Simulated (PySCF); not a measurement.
## C₆ coefficients of unlike pairs at PBE

Calculated with PySCF 2.14 from the dipole response of each species, C₆(A,B) = (3/π) ∫ α_A(iu) α_B(iu) du, in atomic units, from isotropic polarisabilities. For ions this is the dispersion term alone; charge-induced terms of lower order in 1/R come first.

```csv
species,configuration,basis,relativity,α (bohr³),C₆ (like pair)
B³⁺,1s2 (1S),dyall-acv3z (15s9p4d2f),spin-free X2C,0.02047,0.002743
I,[Kr] 4d10 5s2 5p5 (2P),aug-cc-pVTZ-DK3 (8s7p5d2f),spin-free X2C,34.25,371.1
Ar³⁺,[Ne] 3s2 3p3 (4S),aug-cc-pCVQZ-DK (10s9p7d5f3g),spin-free X2C,3.579,9.717
Se³⁺,[Ar] 3d10 4s2 4p1 (2P),"x2c-TZVPPall with one added diffuse shell each of s, p, d type (7s6p5d1f)",spin-free X2C,6.452,21.84
```

Question: Estimate C₆ for Ar³⁺ with B³⁺.

Answer: The integral gives 0.1057. The combination rule 2 C_A C_B / (C_A α_B/α_A + C_B α_A/α_B) gives 0.09961 and the geometric mean 0.1633.

No spin-orbit coupling is included.

The other pairs:

| pair | C₆ |
| --- | --- |
| Se³⁺, B³⁺ | 0.1366 |
| Ar³⁺, I | 55.65 |
| Se³⁺, Ar³⁺ | 14.34 |
| Se³⁺, I | 87.85 |
| I, B³⁺ | 0.4672 |
